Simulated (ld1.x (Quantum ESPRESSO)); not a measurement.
# F (Z = 9): one change to a TM potential, before and after

fluorine (F), norm-conserving Troullier–Martins (Kleinman–Bylander form), made with ld1.x (Quantum ESPRESSO) 7.5 (LDA (PZ), scalar-relativistic). Core [He], reference 2s1.5 2p5.5. Waves: 2p (bound): rc 1.90 bohr; 2s (bound): rc 0.80 bohr. Local part: the s channel. Core correction: none.

All-electron outer shells of the reference configuration (LDA (PZ), scalar-relativistic, ld1.x):

```
shell  level (eV)  outermost node (bohr)  outermost maximum (bohr)
   1s     -659.23                      –                      0.12
   2s      -29.89                   0.24                      0.77
   2p      -11.50                      –                      0.71
```

Change: local potential all-electron potential smoothed inside 1.60 bohr (lloc = -1).

Cutoffs: the cutoffs (Ry, on a coarse ladder) from which the occupation-weighted sum of valence levels, in a spherical-Bessel basis at the reference potential, stays within 10 and 1 mRy of its value at 400 Ry; they do not see the model core or the augmentation charge, which bear on the density cutoff. Errors are all-electron minus pseudo energies relative to the spin-unpolarised reference configuration.

Problem. How do hardness, ghosts and transferability respond?

Solution. The potential gets neither clearly harder nor softer (90 Ry and 230 Ry → 90 Ry and 200 Ry); the errors of the 9 common tests hardly move; the range in which the s phases agree narrows (upper end at the end of the scan → 1.8); neither file shows a bound ghost.

```csv
quantity,base,changed
"cutoff, loose",90 Ry,90 Ry
"cutoff, tight",230 Ry,200 Ry
bound ghosts,none,none
"error for 2s2 2p5, meV [ΔE -9.19 eV]",-0.6,-0.6
"error for 2s2 2p4, meV [ΔE 10.37 eV]",+217,+212
"error for 2s2 2p3, meV [ΔE 48.88 eV]",+1062,+1046
"error for 2s2 2p2, meV [ΔE 109.61 eV]",+3343,+3338
"error for 2s1 2p6, meV [ΔE 9.20 eV]",-1.1,-1.1
"error for 2s2 2p1, meV [ΔE 195.48 eV]",+8175,+8237
"error for 2s2 2p5.3, meV [ΔE -11.91 eV]",-21,-22
"error for 2s1.5 2p5.5 (spin-polarised), meV [ΔE -0.41 eV]",+13,+13
"error for 2s2 2p5 (spin-polarised), meV [ΔE -9.56 eV]",-8.4,-8.6
s: phases at 2.06 bohr within 0.05 rad from the reference energy up to (Ry; the scan ends near 5),to the end of the scan,1.8
p: phases at 2.06 bohr within 0.05 rad from the reference energy up to (Ry; the scan ends near 5),1.4,1.3
```
